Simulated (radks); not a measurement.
Spherical jellium clusters: N electrons in a uniform positive sphere of charge N and radius rs N^(1/3), rs = 4.52 bohr. Calculated with a radial shooting solver with Libxc functionals: non-relativistic Kohn-Sham, LDA (Slater exchange, Perdew-Wang correlation), spin-polarised, spherical densities. Levels are named by radial order and angular momentum (1s, 1p, 1d, 2s, ...), and open shells are averaged over m.

N = 5, configuration 1s2 1p(up 3, down 0). This is the lowest configuration that the search found. Occupied and some empty levels:

| level | occupation | eigenvalue (eV) | <r> (bohr) |
|---|---|---|---|
| 1s up | 1 | -3.9976 | 5.324 |
| 1s down | 1 | -3.3690 | 5.341 |
| 1p up | 3 | -2.7549 | 6.550 |
| 1p down | 0 | -2.1402 | 6.814 |
| 1d up | 0 | -1.3173 | 7.891 |
| 2s up | 0 | -1.0023 | 8.533 |
| 1d down | 0 | -0.82402 | 8.529 |
| 2s down | 0 | -0.71985 | 9.354 |

Energy (eV): total -8.33426, kinetic 7.3783, external -102.89, Hartree 50.389, exchange-correlation -16.025, background 52.810.
